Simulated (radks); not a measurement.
Values are calculated unless marked as measured or tabulated.
Task: Ionisation of Pt+, [Xe] 4f14 5d9, to Pt2+, [Xe] 4f14 5d8, under several functionals. Scalar-relativistic Kohn-Sham, spin-unpolarised, spherical densities, finite nucleus; a radial shooting solver on a logarithmic mesh with Libxc functionals. The NIST Atomic Spectra Database gives 18.6 eV (measured). Rank these functionals by the error of their Delta-SCF ionisation energy: SOGGA; BLYP; HCTH/407; LDA (Slater exchange, VWN5 correlation); LDA (Slater exchange, Perdew-Wang correlation); TASK exchange with Perdew-Wang LDA correlation.

Result: From best to worst: BLYP 19.878 eV (+1.318); SOGGA 19.886 eV (+1.326); TASK exchange with Perdew-Wang LDA correlation 19.922 eV (+1.362); LDA (Slater exchange, Perdew-Wang correlation) 20.260 eV (+1.700); LDA (Slater exchange, VWN5 correlation) 20.264 eV (+1.704); HCTH/407 20.280 eV (+1.720). Spin polarisation and multiplet splitting are left out, so open shells lie too high by an amount that depends on their filling. Spin-orbit splitting is averaged out at the scalar-relativistic level.

Beside tabulated values, note that spin-unpolarised runs miss the spin-polarisation part of the exchange energy of open shells.
